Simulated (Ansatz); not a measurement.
Zn7H20Se7. The state is a singlet with charge 0. Geometry PBE-D4/def2-SVP.

```xyz
34

Se    3.068   -1.364   -2.050
Se    1.669    1.847   -0.965
Se   -0.700   -0.999   -1.774
Se   -2.042    2.851   -0.685
Se    1.264   -1.168    1.290
Se   -0.098    2.685    2.359
Se   -2.352   -0.675    1.469
Zn    4.060    1.487   -2.505
Zn   -0.510    1.724   -2.277
Zn    1.024   -2.589   -0.799
Zn   -2.753   -1.868   -0.682
Zn    1.931    1.514    1.545
Zn   -2.426    2.113    1.667
Zn   -0.631   -2.056    2.627
H     3.414    1.578   -3.926
H     5.065    1.380   -1.310
H     3.004   -2.167   -3.301
H     4.150   -2.233   -1.516
H     1.776    3.327   -0.955
H    -0.627    1.710   -3.837
H     1.037   -4.145   -0.895
H    -0.905   -1.612   -3.108
H    -3.356    2.574   -1.318
H    -3.780    0.286   -1.384
H    -4.288   -0.270   -1.566
H    -3.795   -2.938   -1.105
H     3.293    1.372    2.301
H     2.359   -1.893    1.979
H    -0.092    2.290    3.790
H    -0.320   -0.009    4.026
H    -3.744    2.166    2.510
H    -0.739   -3.204    3.665
H    -0.396   -0.601    4.520
H    -3.558   -1.114    2.212
```

Single mean-field runs in def2-SVP, def2-TZVP are fitted with def2-universal-jkfit. In the singlet geometry the species has come apart into loosely held pieces. In the singlet, H24 and H25 lie 0.77 Å apart, H30 and H33 lie 0.77 Å apart (atoms count from 1), so H2 has formed as a molecule.

Question: Estimate the orbital energies around the gap (eV) in Ansatz with PBE-D4/def2-SVP, PBE-D4/def2-TZVP, r2SCAN-D4/def2-TZVP, PBE0-D4/def2-SVP, BHLYP-D4/def2-TZVP.

Answer: 
```tsv
orbital	PBE-D4/def2-SVP	PBE-D4/def2-TZVP	r2SCAN-D4/def2-TZVP	PBE0-D4/def2-SVP	BHLYP-D4/def2-TZVP
HOMO−5	-6.33	-6.54	-6.81	-7.52	-8.67
HOMO−4	-6.08	-6.35	-6.61	-7.25	-8.48
HOMO−3	-6.07	-6.31	-6.58	-7.24	-8.40
HOMO−2	-5.87	-6.16	-6.42	-7.03	-8.31
HOMO−1	-5.76	-6.08	-6.34	-6.92	-8.16
HOMO	-5.67	-5.92	-6.17	-6.81	-7.96
LUMO	-2.29	-2.45	-2.30	-1.55	-0.87
LUMO+1	-2.17	-2.37	-2.22	-1.32	-0.71
LUMO+2	-1.78	-2.11	-1.93	-0.98	-0.64
LUMO+3	-1.47	-2.02	-1.71	-0.75	-0.40
LUMO+4	-1.33	-1.66	-1.40	-0.49	0.01
LUMO+5	-1.13	-1.52	-1.21	-0.29	0.04
```
